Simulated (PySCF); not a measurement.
Run record: geometry optimisation, `C=C(C)[SiH2][SeH]`.

Computed with PBE0-D3(BJ)/def2-SVP geometry optimisation, gas phase (PySCF 2.14.0). Start geometry: GFN2-xTB. The input is one job of a driver script: a line of settings, then coordinates in Å.

Command:
```bash
OMP_NUM_THREADS=1 python probes_run.py task.json out
```

Input:
```
{"job": {"xc": "PBE0", "basis": "def2-SVP", "d3": "d3bj", "grid": 1, "shake": 0.01, "kind": "geom"}, "charge": 0, "multiplicity": 1}
C      0.128380    -0.920150     1.520180
C     -0.291100    -0.335300     0.379880
C     -1.351930    -0.957410    -0.497940
Si     0.434070     1.315950    -0.248880
Se     2.127680     2.049950     1.052970
H      0.852860    -0.439720     2.147360
H     -0.294300    -1.830760     1.867610
H     -1.668520    -1.889930    -0.076220
H     -0.935130    -1.135740    -1.465980
H     -2.181930    -0.282540    -0.587300
H      0.901380     1.164600    -1.602470
H     -0.571870     2.395970    -0.152220
H      2.856220     0.848220     1.016900
```

Task: Estimate the output.

Result: 
```
step   0  E = -2809.16303710  max force = 0.032802
step   1  E = -2809.17005261  max force = 0.015389
step   2  E = -2809.17103261  max force = 0.002167
step   3  E = -2809.17109962  max force = 0.002415
step   4  E = -2809.17121024  max force = 0.001421
step   5  E = -2809.17128152  max force = 0.000913
step   6  E = -2809.17132434  max force = 0.001137
step   7  E = -2809.17133554  max force = 0.000748
step   8  E = -2809.17135297  max force = 0.000335
step   9  E = -2809.17135842  max force = 0.000134
optimisation converged
```

Energies in Eh; «max force» is the largest Cartesian gradient component in Eh/bohr.

Task: Give the first gradient maximum in eV/Å.

Result: With 1 Eh/bohr = 51.422 eV/Å, 1.687 eV/Å.

In short: final energy -2809.17136 Eh after 9 steps; dipole 1.63 D.

Task: Give the final coordinates.

Result: 0.113 Å rms from the input after alignment:
```
atom  x, y, z in Å
C1    -0.0872   -0.8555    1.5865
C2    -0.3304   -0.3269    0.3801
C3    -1.2919   -0.9430   -0.5971
Si4    0.5300    1.2530   -0.1687
Se5    2.0961    2.0006    1.3173
H6     0.6114   -0.3881    2.2883
H7    -0.5856   -1.7749    1.9177
H8    -1.7362   -1.8682   -0.1990
H9    -0.7941   -1.1854   -1.5511
H10   -2.1140   -0.2489   -0.8413
H11    1.1538    1.0362   -1.5110
H12   -0.4446    2.3803   -0.2861
H13    3.0142    0.8885    1.0252
```

Task: How long does this job take on one thread of an Arm Neoverse V1, on a shared host? And the peak memory of the process?

Result: About 85 s, with 0.51 GiB resident at the peak, the Python interpreter and its libraries included.
Labels such as C1 count atoms from 1, the log's own numbers from 0.
